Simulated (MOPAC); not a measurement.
Input file for MOPAC: AM1 on CH3BrSi (SMILES C[Si]Br), a point of a torsion scan.

```
AM1 1SCF PRECISE CHARGE=0 THREADS=1
CH3BrSi

C     -0.62672677 1    -0.01282740 1    -0.01809505 1
Si     0.88807693 1     1.15951304 1    -0.06643244 1
Br     2.47310477 1    -0.31624078 1    -0.84977150 1
H     -0.79090913 1    -0.36457131 1     1.00086667 1
H     -1.53009737 1     0.51957292 1    -0.31359883 1
H     -0.52825581 1    -0.88774143 1    -0.66074258 1
```

Output:

```
*******************************************************************************
 **                                                                           **
 **                              MOPAC v23.2.5                                **
 **                                                                           **
 *******************************************************************************
 ** MOPAC's Digital Object Identifier: https://doi.org/10.5281/zenodo.6511958 **
 **                                                                           **
 ** Please cite the open-source release paper for use of this MOPAC version:  **
 ** J. E. Moussa and J. J. P. Stewart (2026)                                  **
 ** MOPAC: An open-source semiempirical molecular orbital program             **
 ** J. Open Source Softw., 11(119), 8025, https://doi.org/10.21105/joss.08025 **
 *******************************************************************************

                              AM1 CALCULATION RESULTS

 *******************************************************************************
 *  AM1        - The AM1 Hamiltonian to be used
 *
 *
 *
 *                 CHARGE ON SYSTEM = 0
 *
 *
 *
 *  PRECISE    - TIGHTER CRITERIA TO BE USED
 *  1SCF       - DO 1 SCF AND THEN STOP
 *  THREADS=1  - MULTI-THREADING NOT USED
 *  T=         - A TIME OF 172800.0 SECONDS REQUESTED
 *  DUMP=N     - RESTART FILE WRITTEN EVERY 7200.0 SECONDS REQUESTED
 *******************************************************************************
AM1 1SCF PRECISE CHARGE=0 THREADS=1
 CH3BrSi

   ATOM   CHEMICAL          X               Y               Z
  NUMBER   SYMBOL      (ANGSTROMS)     (ANGSTROMS)     (ANGSTROMS)

     1       C         -0.62672677  *  -0.01282740  *  -0.01809505  *
     2      Si          0.88807693  *   1.15951304  *  -0.06643244  *
     3      Br          2.47310477  *  -0.31624078  *  -0.84977150  *
     4       H         -0.79090913  *  -0.36457131  *   1.00086667  *
     5       H         -1.53009737  *   0.51957292  *  -0.31359883  *
     6       H         -0.52825581  *  -0.88774143  *  -0.66074258  *



          CARTESIAN COORDINATES

    NO.       ATOM           X           Y           Z

     1         C         -0.6267     -0.0128     -0.0181
     2        Si          0.8881      1.1595     -0.0664
     3        Br          2.4731     -0.3162     -0.8498
     4         H         -0.7909     -0.3646      1.0009
     5         H         -1.5301      0.5196     -0.3136
     6         H         -0.5283     -0.8877     -0.6607

  H: (AM1): M.J.S. DEWAR ET AL, J. AM. CHEM. SOC. 107 3902-3909 (1985)
  C: (AM1): M.J.S. DEWAR ET AL, J. AM. CHEM. SOC. 107 3902-3909 (1985)
 Si: (AM1): M.J.S.DEWAR, C. JIE, ORGANOMETALLICS, 6, 1486-1490 (1987).
 Br: (AM1): M.J.S. DEWAR AND E. G. ZOEBISCH, THEOCHEM, 180, 1 (1988).

           Empirical Formula: C H3 Si Br  =     6 atoms



      MOLECULAR POINT GROUP   :   C1


      RHF CALCULATION, NO. OF DOUBLY OCCUPIED LEVELS = 9


 -------------------------------------------------------------------------------
 AM1 1SCF PRECISE CHARGE=0 THREADS=1
 CH3BrSi



     1SCF WAS SPECIFIED, SO BFGS WAS NOT USED
     SCF FIELD WAS ACHIEVED


                              AM1 CALCULATION
                                                       MOPAC v23.2.5 Linux




          FINAL HEAT OF FORMATION =         12.91000 KCAL/MOL =      54.01544 KJ/MOL


          COSMO AREA              =        116.94 SQUARE ANGSTROMS
          COSMO VOLUME            =        108.33 CUBIC ANGSTROMS

          IONIZATION POTENTIAL    =          8.333977 EV
          HOMO LUMO ENERGIES (EV) =         -8.334 -1.654
          NO. OF FILLED LEVELS    =          9
          MOLECULAR WEIGHT        =        123.0242         POINT GROUP:  C1

          MOLECULAR DIMENSIONS (Angstroms)

            Atom       Atom       Distance
            H     5   Br     3     4.12452
           Si     2    H     6     2.40241
            H     4   Br     3     1.56911


          SCF CALCULATIONS        =          1





   ATOM   CHEMICAL          X               Y               Z
  NUMBER   SYMBOL      (ANGSTROMS)     (ANGSTROMS)     (ANGSTROMS)

     1       C         -0.62672677  *  -0.01282740  *  -0.01809505  *
     2      Si          0.88807693  *   1.15951304  *  -0.06643244  *
     3      Br          2.47310477  *  -0.31624078  *  -0.84977150  *
     4       H         -0.79090913  *  -0.36457131  *   1.00086667  *
     5       H         -1.53009737  *   0.51957292  *  -0.31359883  *
     6       H         -0.52825581  *  -0.88774143  *  -0.66074258  *

                             CARTESIAN COORDINATES

   1    C       -0.626726770    -0.012827400    -0.018095050
   2   Si        0.888076930     1.159513040    -0.066432440
   3   Br        2.473104770    -0.316240780    -0.849771500
   4    H       -0.790909130    -0.364571310     1.000866670
   5    H       -1.530097370     0.519572920    -0.313598830
   6    H       -0.528255810    -0.887741430    -0.660742580


           Empirical Formula: C H3 Si Br  =     6 atoms



      MOLECULAR POINT GROUP   :   C1


                  EIGENVALUES
 -30.39386 -29.15822 -14.58139 -14.10477 -13.79788 -12.14819 -11.25309 -10.96220
  -8.33398  -1.65439  -0.40496   1.40221   4.02821   4.17131   5.00986


              NET ATOMIC CHARGES AND DIPOLE CONTRIBUTIONS

  ATOM NO.   TYPE          CHARGE      No. of ELECS.   s-Pop       p-Pop
    1          C          -0.613293        4.6133     1.27682     3.33647
    2         Si           0.639219        3.3608     1.58320     1.77758
    3         Br          -0.329934        7.3299     1.96500     5.36493
    4          H           0.103065        0.8969     0.89694
    5          H           0.100813        0.8992     0.89919
    6          H           0.100130        0.8999     0.89987
 DIPOLE           X         Y         Z       TOTAL
 POINT-CHG.    -0.733     3.743     1.222     4.005
 HYBRID        -1.563    -3.442    -0.552     3.820
 SUM           -2.296     0.301     0.670     2.411


          ATOMIC ORBITAL ELECTRON POPULATIONS

     Atom    s        px        py        pz
    1  C   1.27682   1.17317   1.11225   1.05106
    2 Si   1.58320   0.57320   0.98158   0.22280
    3 Br   1.96500   1.75672   1.76804   1.84017
    4  H   0.89694
    5  H   0.89919
    6  H   0.89987

 **********************
 *                    *
 * JOB ENDED NORMALLY *
 *                    *
 **********************




 == MOPAC DONE ==
```

The run finished.

Cost: around 0.020 core-seconds (rough).
